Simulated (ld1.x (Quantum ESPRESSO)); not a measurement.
# neodymium (Nd): one change to a TM semilocal potential, before and after

Nd (Z = 60), norm-conserving Troullier–Martins (semilocal form), made with ld1.x (Quantum ESPRESSO) 7.5 (PBEsol, scalar-relativistic). Core [Kr] 4d10, reference 4f4 5s2 5p6 5d0 6s0 6p0 (charge +2). Waves: 5s (bound): rc 2.30 bohr; 5p (bound): rc 2.15 bohr; 4f (bound): rc 1.55 bohr; 5d (bound, empty): rc 2.30 bohr. Local part: the d channel. Core correction: Bessel-smoothed model core inside 1.15 bohr.

All-electron outer shells of the reference configuration (PBEsol, scalar-relativistic, ld1.x):

```csv
shell,level (eV),outermost node (bohr),outermost maximum (bohr)
4p,-238.49,0.32,0.59
4d,-129.39,0.29,0.62
5s,-53.46,0.72,1.32
5p,-35.00,0.77,1.50
4f,-14.60,–,0.67
5d,-13.51,0.88,2.10
6s,-13.23,1.75,3.34
6p,-9.48,2.05,4.03
```

Change: functional PW91.

Cutoffs: the cutoffs (Ry, on a coarse ladder) from which the occupation-weighted sum of valence levels, in a spherical-Bessel basis at the reference potential, stays within 10 and 1 mRy of its value at 400 Ry; they do not see the model core or the augmentation charge, which bear on the density cutoff. Errors are all-electron minus pseudo energies relative to the spin-unpolarised reference configuration.

Question: Predict the effect on cutoff, ghosts and configuration errors.

Answer: The potential gets neither clearly harder nor softer (160 Ry and 200 Ry → 160 Ry and 200 Ry); the number of tests that count goes from 6 to 5; the errors of the 5 common tests hardly move; neither file shows a bound ghost at the reference potential, the only one tested. A semilocal file is local in each channel, so a ghost entry of none says nothing of the separable form that plane-wave codes build from it.

```tsv
quantity	base	changed
cutoff, loose	160 Ry	160 Ry
cutoff, tight	200 Ry	200 Ry
bound ghosts	none	none
tests counted (converged, no solver errors)	6 of 7	5 of 7
error for 4f4 5s2 5p6 5d0 6s2 6p0, meV [ΔE -16.51 → -16.65 eV]	+1375	+1370
error for 4f4 5s2 5p6 5d0 6s1 6p0, meV [ΔE -10.69 → -10.82 eV]	+969	+962
error for 4f3 5s2 5p6 5d0 6s0 6p0, meV [ΔE 22.49 → 22.54 eV]	+147	+147
error for 4f4 5s2 5p5 5d0 6s2 6p0, meV [ΔE 10.35 → 10.22 eV]	+2532	+2521
error for 4f3 5s2 5p6 5d1 6s1 6p0, meV [ΔE -8.35 → -8.49 eV]	+1512	+1501
s: phases at 2.49 bohr within 0.05 rad from the reference energy up to (Ry; the scan ends near 5)	-2.0	-2.0
p: phases at 2.49 bohr within 0.05 rad from the reference energy up to (Ry; the scan ends near 5)	0.4	0.4
d: phases at 2.49 bohr within 0.05 rad from the reference energy up to (Ry; the scan ends near 5)	3.1	3.1
f: phases at 2.49 bohr within 0.05 rad from the reference energy up to (Ry; the scan ends near 5)	0.5	0.5
```

Base: Tests not counted: 4f4 5s2 5p6 5d0 6s0 6p1 (solver errors, printed error -6.0 eV). These tests converged, but a pseudo level misses the all-electron one widely, so the file describes the atom poorly there or has found another state: 4f4 5s2 5p6 5d0 6s2 6p0: 4f by 1.2 eV; 4f3 5s2 5p6 5d0 6s0 6p0: empty 6s by 2.8 eV. Changed file: Tests not counted: 4f5 5s2 5p6 5d0 6s0 6p0 (all-electron atom not converged, printed error +4.2 eV); 4f4 5s2 5p6 5d0 6s0 6p1 (solver errors, printed error -6.1 eV). These tests converged, but a pseudo level misses the all-electron one widely, so the file describes the atom poorly there or has found another state: 4f4 5s2 5p6 5d0 6s2 6p0: 4f by 1.2 eV; 4f3 5s2 5p6 5d0 6s0 6p0: empty 6s by 2.7 eV.
